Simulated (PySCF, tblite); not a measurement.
Compound: C₇H₁₆Si₂.
SMILES with atom numbers: `[CH:1]#[C:2][C@@:3]([CH3:4])([CH2:5][SiH3:6])[CH2:7][SiH2:8][CH3:9]` (hydrogens: H10 on C1; H11, H12, H13 on C4; H14, H15 on C5; H16, H17, H18 on Si6; H19, H20 on C7; H21, H22 on Si8; H23, H24, H25 on C9)

Cartesian coordinates in Å at the GFN2-xTB level; atoms count from 1:
```xyz
25
C7H16Si2 angstrom
C      2.3906   -0.8295   -2.2674
C      1.5691   -0.8362   -1.3970
C      0.5453   -0.8530   -0.3590
C     -0.1668   -2.2103   -0.4345
C      1.2257   -0.7034    1.0091
Si     2.1573    0.9273    1.3120
C     -0.4361    0.2911   -0.6536
Si    -1.8780    0.5473    0.5653
C     -2.9071    2.0067   -0.0765
H      3.1169   -0.8202   -3.0245
H     -0.6739   -2.3220   -1.3910
H     -0.9015   -2.2970    0.3622
H      0.5533   -3.0212   -0.3350
H      1.9334   -1.5294    1.1221
H      0.4695   -0.8397    1.7848
H      1.2191    2.0228    1.5730
H      3.0012    0.7428    2.4962
H      2.9949    1.2610    0.1607
H      0.1376    1.2196   -0.7191
H     -0.8503    0.1246   -1.6529
H     -2.7393   -0.6433    0.6342
H     -1.4020    0.8557    1.9208
H     -3.7521    2.1992    0.5770
H     -3.2995    1.8135   -1.0708
H     -2.3180    2.9179   -0.1270
```

Computed with PBE0/pcSseg-1 in PySCF (dipole) on a GFN2-xTB geometry, gas phase.

Take the most abundant isotopes and a rigid rotor. The values belong to one conformer with, in the numbering `[CH:1]#[C:2][C@@:3]([CH3:4])([CH2:5][SiH3:6])[CH2:7][SiH2:8][CH3:9]`, C2–C3–C5–Si6 63°, C2–C3–C7–Si8 -179°, C3–C7–Si8–C9 -179°.

(1) Give the principal moments of inertia and the rotational constants in cm⁻¹.

(2) Classify the top.

(3) What does the inertial defect say?

(4) Give the other two planar moments, Paa and Pbb, and the rms extents of the mass along the axes.

(5) List the rotational levels J(Ka,Kc) to J = 2 (MHz).

(6) Which types of transition are allowed, and where do some lines up to J = 3 fall?

(7) Estimate the classical rotational partition function at 50 K, 200 K and 500 K.

## Answers

(1) Ia = 374.00, Ib = 675.74, Ic = 829.83 u·Å²; 505379 MHz·u·Å²/I gives 1351, 747.9 and 609.0 MHz, that is A = 0.04507, B = 0.02495, C = 0.02031 cm⁻¹.

(2) An asymmetric top: κ = (2 × 747.9 − 1351 − 609.0)/(1351 − 609.0) = -0.63.

(3) Not planar: Δ = Ic − Ia − Ib = -219.92 u·Å². For a rigid frame Δ = −2 Σ m c², so Σ m c² = 109.96 u·Å² lies off the ab plane: 31.68 from hydrogen and 78.28 from heavier atoms. The atom farthest from that plane is 2.06 Å away.

(4) Paa = Σ m a² = (Ib + Ic − Ia)/2 = 565.78 and Pbb = Σ m b² = (Ia + Ic − Ib)/2 = 264.04 u·Å². With the mass M = 156.08 u, the rms extents √(P/M) along a, b and c are 1.90, 1.30, 0.84 Å.

(5) Above 0(0,0):
J = 1: 1(0,1) 1357, 1(1,1) 1960, 1(1,0) 2099
J = 2: 2(0,2) 4049, 2(1,2) 4535, 2(1,1) 4952, 2(2,1) 6762, 2(2,0) 6783
The levels of one J sum to (2J + 1)J(J + 1)(A + B + C)/3.

(6) The dipole components are |μa| = 0.47 D, |μb| = 0.51 D, |μc| = 0.02 D. The squared components, which scale the intensities, stand as 0.85 : 1.00 : 0.00 (a : b : c). Some lines, for components of 0.1 D or more:

```
type  branch         J(Ka,Kc)   MHz  lower level (cm⁻¹)
   a       Q  2(1,1) ← 2(1,2)   417               0.151
   b       Q  2(1,1) ← 2(0,2)   902               0.135
   b       Q  2(2,0) ← 2(1,1)  1831               0.165
   b       R  2(0,2) ← 1(1,1)  2089               0.065
   b       Q  3(3,0) ← 3(2,1)  3275               0.365
   b       Q  3(3,1) ← 3(2,2)  3377               0.361
   b       R  3(0,3) ← 2(1,2)  3503               0.151
   a       R  3(1,3) ← 2(1,2)  3850               0.151
   a       R  3(0,3) ← 2(0,2)  3989               0.135
   a       R  3(2,2) ← 2(2,1)  4071               0.226
   b       R  3(1,3) ← 2(0,2)  4336               0.135
   b       R  2(2,1) ← 1(1,0)  4663               0.070
```

(7) Point group C1, symmetry number σ = 1; q = (√π/σ)·√((kT/h)³/(ABC)), k/h = 20836.6 MHz/K: 76000 at 50 K, 608000 at 200 K, 2400000 at 500 K.

Its GFN2-xTB frequencies are all real (lowest 23 cm⁻¹). These are rigid-rotor constants of the computed structure; measured ground-state constants (B0) also hold zero-point vibration. A rigid rotor knows nothing of internal rotation, which can split or shift real lines.
